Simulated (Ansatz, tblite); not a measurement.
Cost and result up the ladder for GeF2Me2 (C2H6F2Ge) (11 atoms). Total charge 0; singlet. Geometry: r2SCAN-D4/def2-SVP.

```xyz
11

Ge    0.157    0.012   -0.570
F     0.511    1.400   -1.561
F     0.376   -1.331   -1.656
C    -1.709    0.087   -0.099
H    -1.907    0.951    0.551
H    -2.007   -0.834    0.424
H    -2.306    0.186   -1.017
C     1.519   -0.101    0.787
H     1.354   -0.982    1.424
H     1.509    0.802    1.414
H     2.502   -0.190    0.303
```

Ansatz on 4 threads of Intel Xeon on a shared host; xTB runs through tblite on one thread. Times are rough, summed over both states, and most runs start from the orbitals of an earlier one. r2SCAN0-D4/def2-TZVP serves as the yardstick here, not as an exact answer. The other state is a doublet.

The xTB rows come from tblite.

Raw xTB energies of ions are shifted by several eV.

| level | functions | wall time |
| --- | --- | --- |
| GFN2-xTB | 31 | 0.015 s |
| GFN1-xTB | 37 | 0.028 s |
| PBE-D4/def2-TZVP | 208 | 5.6 s |
| PBE0-D4/def2-TZVP (with forces) | 208 | 12 s |
| r2SCAN0-D4/def2-TZVP | 208 | 16 s |

(1) Estimate what each level gives for the vertical IE (eV).

Answers

(1) 
```
                          level  vertical IE (eV)  difference from r2SCAN0-D4/def2-TZVP (eV)
                       GFN2-xTB             14.93                                       3.75
                       GFN1-xTB             15.23                                       4.04
               PBE-D4/def2-TZVP             10.64                                      -0.55
PBE0-D4/def2-TZVP (with forces)             11.10                                      -0.09
           r2SCAN0-D4/def2-TZVP             11.19                                       0.00
```
